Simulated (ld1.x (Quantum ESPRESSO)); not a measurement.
## Before and after: ultrasoft potential for gallium

Ga, ultrasoft, made with ld1.x (Quantum ESPRESSO) 7.5 (LDA (PZ), scalar-relativistic). Core [Ar], reference 3d10 4s2 4p0.5 (charge +0.5). Waves: 4s (bound): rcut 1.80, rcutus 2.05 bohr; 4s channel at 2.7 Ry: rcut 1.80, rcutus 2.05 bohr; 4p (bound): rcut 2.15, rcutus 2.55 bohr; 4p channel at 0.15 Ry: rcut 2.15, rcutus 2.55 bohr; 3d (bound): rcut 0.90, rcutus 1.10 bohr; 3d channel at -0.15 Ry: rcut 0.90, rcutus 1.10 bohr. Local part: all-electron potential smoothed inside 1.45 bohr (lloc = -1). Core correction: a·sin(br)/r model core inside 0.80 bohr. Augmentation charge: PSQ, inside the norm-conserving radii.

All-electron outer shells of the reference configuration (LDA (PZ), scalar-relativistic, ld1.x):

| shell | level (eV) | outermost node (bohr) | outermost maximum (bohr) |
| --- | --- | --- | --- |
| 3p | -102.54 | 0.24 | 0.56 |
| 3d | -23.28 | – | 0.53 |
| 4s | -12.70 | 0.81 | 1.87 |
| 4p | -5.82 | 0.87 | 2.41 |

Change: waves 4s (bound): rcut 1.64, rcutus 1.74 bohr; 4s channel at 2.7 Ry: rcut 1.64, rcutus 1.74 bohr.

Cutoffs: the cutoffs (Ry, on a coarse ladder) from which the occupation-weighted sum of valence levels, in a spherical-Bessel basis at the reference potential, stays within 10 and 1 mRy of its value at 400 Ry; they do not see the model core or the augmentation charge, which bear on the density cutoff. Errors are all-electron minus pseudo energies relative to the spin-unpolarised reference configuration.

Predict the effect on cutoff, ghosts and configuration errors.

The potential gets neither clearly harder nor softer (140 Ry and 200 Ry → 140 Ry and 200 Ry); the d channel sets the loose cutoff, while the largest relative change is in s, which becomes harder; of the 9 tests that both files solve, the error grows in 0 and shrinks in 3 by more than 15 % and 0.3 meV (median size 0.9 → 0.8 meV); neither file shows a bound ghost. Less of the atom is replaced, so other configurations are described better.

| quantity | base | changed |
| --- | --- | --- |
| cutoff, loose | 140 Ry | 140 Ry |
| cutoff, tight | 200 Ry | 200 Ry |
| loose cutoff by channel (10 mRy a level) | s 6 Ry, p 6 Ry, d 80 Ry | s 8 Ry, p 6 Ry, d 80 Ry |
| bound ghosts | none | none |
| error for 3d10 4s2 4p1, meV [ΔE -2.12 eV] | +0.1 | 0.0 |
| error for 3d10 4s2 4p0, meV [ΔE 3.77 eV] | -0.9 | -1.1 |
| error for 3d10 4s1 4p0, meV [ΔE 25.27 eV] | -14 | -9.2 |
| error for 3d9 4s2 4p2, meV [ΔE 18.28 eV] | -338 | -314 |
| error for 3d10 4s1 4p2, meV [ΔE 4.49 eV] | -1.4 | -0.8 |
| error for 3d10 4s0 4p3, meV [ΔE 11.42 eV] | -5.8 | -2.1 |
| error for 3d10 4s2 4p1.3, meV [ΔE -2.70 eV] | +0.1 | -0.1 |
| error for 3d10 4s2 4p0.5 (spin-polarised), meV [ΔE -0.04 eV] | 0.0 | 0.0 |
| error for 3d10 4s2 4p1 (spin-polarised), meV [ΔE -2.25 eV] | +0.2 | +0.2 |
| s: phases at 2.75 bohr within 0.05 rad from the reference energy up to (Ry; the scan ends near 5) | 4.6 | to the end of the scan |
| p: phases at 2.75 bohr within 0.05 rad from the reference energy up to (Ry; the scan ends near 5) | 3.0 | 3.0 |
| d: phases at 2.75 bohr within 0.05 rad from the reference energy up to (Ry; the scan ends near 5) | to the end of the scan | to the end of the scan |
| lowest overlap eigenvalue by channel | s 0.47, p 0.61, d 1.00 | s 0.45, p 0.61, d 1.00 |
